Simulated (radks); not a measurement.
Results of a calculation; reference values are marked as such.
Problem. Species: the mercury ion Hg+. Configuration: [Xe] 4f12.5 5d10 6s1 6p1.5 (fractional occupations, a model configuration). Level of theory: scalar-relativistic Kohn-Sham, PBEsol, spin-unpolarised, spherical densities, finite nucleus; Fermi nuclear charge, rms radius 5.4648 fm (a radial shooting solver on a logarithmic mesh with Libxc functionals). Some entries of the table are withheld. Estimate them.

orbital  occ.  eigenvalue (eV)  <r^2> (bohr^2)
1s          2        -83144.25             (1)
2s          2        -14770.31        0.005801
2p          6        -12748.40        0.004900
3s          2        -3538.153         0.03737
3p          6        -2953.678         0.03850
3d         10              (2)         0.03189
4s          2              (3)          0.1787
4p          6        -614.0461          0.2037
4d         10              (4)             (5)
5s          2        -142.0424          0.8746
4f       12.5        -132.1696          0.2642
5p          6         -88.3033           1.148
5d         10         -27.6289           2.104
6s          1         -18.6236           6.073
6p        1.5          -9.8722           10.70

Solution. 
(1) 1s <r^2> (bohr^2): 0.0003811
(2) 3d eigenvalue (eV): -2336.961
(3) 4s eigenvalue (eV): -806.7064
(4) 4d eigenvalue (eV): -385.3715
(5) 4d <r^2> (bohr^2): 0.2286
